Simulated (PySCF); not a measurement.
C4H10F2Si2 (charge +1 and doublet state).
Z-matrix (Å and degrees, GFN2-xTB geometry), rows numbered from 1:
```
C 
Si  1  1.8924
C   2  2.0237  1  100.86
C   3  1.2878  2  120.73  1   124.18
Si  4  2.0054  3  123.73  2   174.96
C   3  1.4954  2  111.28  1   -59.59
F   6  1.3457  3  111.19  2   -24.08
F   6  1.3529  3  110.09  2  -142.53
H   1  1.0886  2  112.09  3    69.80
H   1  1.0882  2  108.96  3  -171.58
H   1  1.0892  2  112.62  3   -52.71
H   2  1.4593  1  119.06  3  -109.95
H   2  1.4614  1  114.85  3   109.12
H   4  1.0737  3  125.38  2    -3.33
H   5  1.4598  4  104.14  3    44.02
H   5  1.4619  4   99.87  3   161.82
H   5  1.4573  4  101.47  3   -78.30
H   6  1.1036  3  112.35  2    97.05
```

The hyperfine couplings belong to this conformer and change with its torsions.

Identity: `C[SiH2][C+]([CH][SiH3])C(F)F` [radical] (charge +1).

Level of theory: PySCF 2.14.0, UKS B3LYP, pcH-1 on C F H Si, non-relativistic, mean-field spin-orbit, GIAO. Isolated species at its GFN2-xTB geometry (one conformer only). A GFN2-xTB geometry isn't a minimum of the functional, and hyperfine couplings can be far from their values at a DFT geometry, by a factor of two or more for some ions and for spin on atoms past the first row. Stability of the SCF solution: not tested.

Task: Break the g tensor into its mass correction, gauge correction and orbital-Zeeman/spin–orbit terms.

Result: 
| Δg (ppt) | 1 | 2 | 3 |
| --- | --- | --- | --- |
| relativistic mass correction | -0.17 | -0.17 | -0.17 |
| gauge correction | 0.01 | 0.00 | -0.01 |
| orbital Zeeman/spin–orbit | 0.53 | 3.90 | 6.17 |
| total | 0.36 | 3.72 | 5.98 |

So g = 2.00268, 2.00604, 2.00830 and g_iso = 2.00568; the tensor is rhombic: the two nearest values differ by 40 % of g3 − g1. Axes: g1 points within 9° of the C4–Si5 bond and g3 points within 13° of the Si5–H17 bond.

Task: Average each term over the three axes. Which is largest in size?

Result: The orbital-Zeeman/spin–orbit term 3.53, the mass correction -0.17 and the gauge correction 0.00 ppt, for a total of 3.36 ppt. The orbital-Zeeman/spin–orbit term is the largest in size. The mass correction is the same along every axis, so the anisotropy comes from the other two: their spans along these axes are 0.02 (gauge) and 5.64 ppt (orbital Zeeman/spin–orbit).

Task: What are the electron Larmor frequencies g μB B/h along the three axes at 1200 mT?

Result: 33.6361, 33.6925, 33.7304 GHz for g1, g2 and g3, a range of 94.4 MHz.

Task: In a frozen sample, at which fields do the three g values resonate at 9.5, 34, 94 and 263 GHz (hyperfine left aside), and which band first spreads them over more than twice a line width of 0.3 mT?

Result: 
```tsv
band	GHz	B(g3) mT	B(g2) mT	B(g1) mT	spread mT
X	9.5	337.97	338.35	338.92	0.95
Q	34.0	1209.59	1210.95	1212.98	3.39
W	94.0	3344.16	3347.93	3353.54	9.38
J	263.0	9356.54	9367.08	9382.79	26.25
```

The spread grows in proportion to the frequency. X band is the first where it exceeds 0.6 mT.

Largest spin populations (Mulliken): C3 (+0.25), C4 (+0.20), Si5 (+0.15) and Si2 (+0.15).

The HOMO–LUMO gaps are 6.87 eV among the α and 2.22 eV among the β orbitals.

On an Arm Neoverse V1 with one thread, shared host, this took 2.3 min of wall time (with the writing of density and orbital grids) and 1.1 GiB of memory at its peak.
